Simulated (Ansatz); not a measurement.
Saddle point of SiH₇O₂F, closed shell (SiH₃F ([F][SiH3]) + H₂O + H₂O → SiH₄O ([OH][SiH3]) + H₂O + HF; bonds formed: Si1–O7, F2–H8, H6–O9; bonds broken: Si1–F2, H6–O7, H8–O9), PBE0-D4/def2-TZVP structure:

```tsv
atom	x (Å)	y (Å)	z (Å)
Si1	-0.3062	0.3687	-1.2474
F2	-0.5485	-1.2693	-0.3208
H3	0.5219	-0.4173	-2.1944
H4	-1.7823	0.3783	-1.3881
H5	-0.0036	1.7680	-1.7738
H6	0.5543	0.0054	1.2363
O7	0.3888	0.8458	0.3066
H8	-0.0174	-1.3693	0.8666
O9	0.5039	-1.0176	1.7454
H10	0.7925	1.7145	0.2782
H11	-0.1033	-1.0075	2.4914
```

Energies are electronic, without zero-point energy. Barriers and step energies count from the start structure reached by relaxing down the imaginary mode; all methods use the PBE0-D4 structures, on which another method's saddle can fall below an end. Ansatz 0.2.0; basis: def2-TZVPP, with def2-QZVPP for the basis limit; cores frozen in the correlated methods. B3LYP uses VWN-RPA correlation. Extrapolation: Hartree–Fock as exp(−7.88 √X), correlation as X^−2.97.

```json
{"method": "SPW92", "barrier (kcal/mol)": "0.74", "step energy (kcal/mol)": "2.16"}
{"method": "PBE-D4", "barrier (kcal/mol)": "14.62", "step energy (kcal/mol)": "4.09"}
{"method": "BLYP-D4", "barrier (kcal/mol)": "19.62", "step energy (kcal/mol)": "5.07"}
{"method": "r2SCAN-D4", "barrier (kcal/mol)": "?", "step energy (kcal/mol)": "5.36"}
{"method": "B97M-V", "barrier (kcal/mol)": "21.53", "step energy (kcal/mol)": "7.01"}
{"method": "PBE0-D4", "barrier (kcal/mol)": "17.31", "step energy (kcal/mol)": "4.40"}
{"method": "B3LYP-D4", "barrier (kcal/mol)": "20.92", "step energy (kcal/mol)": "5.24"}
{"method": "r2SCAN0-D4", "barrier (kcal/mol)": "?", "step energy (kcal/mol)": "5.31"}
{"method": "BHLYP-D4", "barrier (kcal/mol)": "24.19", "step energy (kcal/mol)": "5.99"}
{"method": "CAM-B3LYP-D4", "barrier (kcal/mol)": "?", "step energy (kcal/mol)": "5.24"}
{"method": "wB97X-V", "barrier (kcal/mol)": "20.39", "step energy (kcal/mol)": "5.62"}
{"method": "wB97M-V", "barrier (kcal/mol)": "20.01", "step energy (kcal/mol)": "5.96"}
{"method": "B2PLYP", "barrier (kcal/mol)": "21.85", "step energy (kcal/mol)": "5.46"}
{"method": "PBE-QIDH", "barrier (kcal/mol)": "19.34", "step energy (kcal/mol)": "4.79"}
{"method": "RPA on PBE", "barrier (kcal/mol)": "22.88", "step energy (kcal/mol)": "5.87"}
{"method": "HF", "barrier (kcal/mol)": "37.60", "step energy (kcal/mol)": "7.78"}
{"method": "MP2", "barrier (kcal/mol)": "20.71", "step energy (kcal/mol)": "4.96"}
{"method": "CCSD", "barrier (kcal/mol)": "24.78", "step energy (kcal/mol)": "5.86"}
{"method": "CCSD(T)", "barrier (kcal/mol)": "22.33", "step energy (kcal/mol)": "5.47"}
```

Q: Fill in the withheld barriers. (Judge from chemistry; the value comes from the calculation.)

A: Computed: r2SCAN0-D4 18.03; CAM-B3LYP-D4 19.22; r2SCAN-D4 16.08 kcal/mol. Each is the energy of the saddle less that of the start structure, by the same method.

For comparison, the barrier by CCSD(T) at an estimated basis limit (MP2 extrapolated from triple and quadruple zeta, plus CCSD(T) − MP2 in triple zeta) is 22.68 kcal/mol.

The T1 diagnostic stays at or below 0.011.

The step is the kind of ligand exchange by which a precursor binds to a hydroxyl group, or is hydrolysed, in atomic layer deposition of oxides.

Labels in which every atom is bracketed show which atoms are joined, not bond orders.

For scale, one of the runs: CCSD(T)/def2-TZVPP, 233 basis functions, launched by `ansatz run in.yaml --threads 4 --pin off --events-out ev --progress --plain --max-ram 9574MiB`. The run took 2.4 min on 4 CPU threads of an Intel Xeon (shared host), with 4.3 GiB of host memory at its peak.
